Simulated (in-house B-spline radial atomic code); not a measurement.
Configurations of Fe, with energies counted from [Ar] 3d6 4s2. Level of theory: non-relativistic r2SCAN0, spin-polarised, spherical fractional occupations, point nucleus; calculated with a radial B-spline atomic code at the basis-set limit. Shells without spins written out take the highest spin.

Caution: exact exchange at fractional occupations of open shells leaves self-interaction of up to several eV.

Occupations are held fixed; configurations that lie above the ionisation limit could autoionise.

```
                                                  configuration  E - E(ref) (eV)  highest orbital  its <r> (bohr)
                                               [Ar] 3d6 4s1 4p1           2.8873            4p up           3.988
                                      [Ar] 3d(2 up, 4 down) 4s2           7.0297            4s up           3.101
                                               [Ar] 3d5 4s2 4d1           7.2026            4d up            10.1
                     [Ar] 3d(5 up, 0 down) 4s2 5d(1 up, 0 down)           7.7634            5d up           19.43
                                               [Ar] 3d5 4s2 5f1           8.1236            5f up           32.45
                                       [Ne] 3s2 3p5 3d6 4s2 5p1            65.35            5p up           10.45
                                       [Ne] 3s2 3p5 3d6 4s2 5d1            66.26            5d up            19.5
[Ne] 3s2 3p(3 up, 2 down) 3d(2 up, 4 down) 4s2 5f(0 up, 1 down)           80.043          5f down           32.52
```

Question: Order these further configurations by energy, lowest first.
A. [Ne] 3s2 3p5 3d6 4s2 4f1
B. [Ne] 3s2 3p(3 up, 2 down) 3d(5 up, 1 down) 4s2 4p(1 up, 0 down)
C. [Ar] 3d(3 up, 3 down) 4s2
D. [Ar] 3d6 4s1 5p1
E. [Ar] 3d(3 up, 2 down) 4s2 5p(1 up, 0 down)

Answer: D (5.8638 eV), C (9.3951 eV), E (22.086 eV), B (61.78 eV), A (66.369 eV).

Question: How far above the reference does [Ar] 3d5 4s2 5s1 lie?

Answer: 5.874 eV; its least bound orbital is 5s up with <r> = 7.678 bohr.

Question: How far above the reference does [Ar] 3d5 4s2 4f1 lie?

Answer: 7.8756 eV; its least bound orbital is 4f up with <r> = 19.23 bohr.

Question: How far above the reference does [Ne] 3s2 3p5 3d6 4s2 4d1 lie?

Answer: 65.703 eV; its least bound orbital is 4d up with <r> = 10.16 bohr.
